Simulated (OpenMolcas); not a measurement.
Os5+ in a point-charge field

Os5+ among 6 point charges of -1.5 e arranged as a tetragonal octahedron (D4h), 1.93 Å from the ion, with the axial distance 2.104 Å.

```
Program             : OpenMolcas
Method              : SS-CASPT2, IPEA 0.25 Eh, imaginary shift 0.1 Eh (closed shells correlated: 5s 5p)
Basis               : ANO-RCC-VDZP [7s6p4d2f1g]
Scalar Hamiltonian  : DKH2, point nucleus
Active space        : 3 electrons in 5 orbitals (5d)
State averaging     : 2S+1 = 4 even, 10 roots; 2S+1 = 2 even, 40 roots
Spin-orbit coupling : state interaction with AMFI integrals over the reference wave functions
```

The lowest spin-free states (labels of D4, the rotations of D4h), above the lowest:

| State | Degeneracy | E (cm-1) | Free-ion L (%) |
| --- | --- | --- | --- |
| 4B1 | 1 | 0 | F (100) |
| 4E | 2 | 6650 | F (98) |
| 4B2 | 1 | 8560 | F (100) |
| 4A2 | 1 | 10270 | F (74) |
| 4E | 2 | 13180 | F (98) |
| 2A1 | 1 | 15200 | G (71) |
| 2B1 | 1 | 15640 | G (69) |
| 2E | 2 | 15870 | G (51) |
| 2A2 | 1 | 16220 | G (51) |
| 2B2 | 1 | 20100 | H (40) |
| 2A1 | 1 | 20540 | G (99) |
| 2E | 2 | 20590 | G (60) |
| 4A2 | 1 | 21510 | P (74) |
| 2E | 2 | 22300 | H (60) |
| 4E | 2 | 22780 | P (97) |
| 2B2 | 1 | 23520 | G (64) |
| 2A2 | 1 | 23730 | H (78) |
| 2B1 | 1 | 24340 | D (48) |
| 2E | 2 | 24620 | H (45) |
| 2A2 | 1 | 26000 | P (71) |

The lowest levels with spin-orbit coupling:

```
E (cm-1)  Degeneracy  Label      2S+1               g
       0           2   E3/2  4 (83 %)  0.76 1.20 1.20
     830           2   E1/2  4 (85 %)  0.97 0.97 1.48
    8150           2   E3/2  4 (88 %)  2.38 2.38 2.72
    8520           2   E1/2  4 (87 %)  1.72 3.04 3.04
   10620           2   E3/2  4 (89 %)  0.39 0.86 0.86
   13060           2   E3/2  4 (83 %)  0.98 2.76 2.76
   13800           2   E1/2  4 (75 %)  2.30 2.89 2.89
   15050           2   E3/2  4 (62 %)  0.65 1.24 1.24
   15070           2   E1/2  4 (82 %)  1.23 1.23 4.05
   16370           2   E1/2  2 (59 %)  2.44 2.44 3.55
   16840           2   E1/2  4 (56 %)  0.60 3.13 3.13
   16990           2   E3/2  4 (63 %)  0.03 1.55 1.55
   17960           2   E3/2  2 (60 %)  0.09 0.09 3.85
   20210           2   E1/2  4 (69 %)  2.32 2.32 4.09
   20430           2   E1/2  2 (73 %)  0.48 3.01 3.01
   21550           2   E3/2  2 (55 %)  1.73 1.91 1.91
   21620           2   E1/2  2 (51 %)  1.52 1.52 4.35
   25240           2   E1/2  4 (53 %)  0.46 0.46 2.18
   26060           2   E3/2  4 (61 %)  2.50 2.53 2.53
   26580           2   E1/2  2 (64 %)  0.22 1.44 1.44
```

Powder χT (cm3 K/mol): 0.109 at 2 K, 0.11 at 10 K, 0.113 at 50 K, 0.118 at 100 K, 0.127 at 200 K, 0.137 at 300 K. The effective moment at 300 K is 2.828 √(χT) = 1.05 μB.

Spin-orbit coupling mixes the spin-free states strongly: the lowest level takes only 41 % from its leading state, 4B1. Free-ion shares, where given, are those of the reference states; single-state CASPT2 does not remix them. This is an electrostatic model: the charges have no orbitals. No measured value stands beside these numbers.

The CASPT2 steps took 4.2 s on 1 thread of Arm Neoverse V2 (shared host); the integral step is not counted.
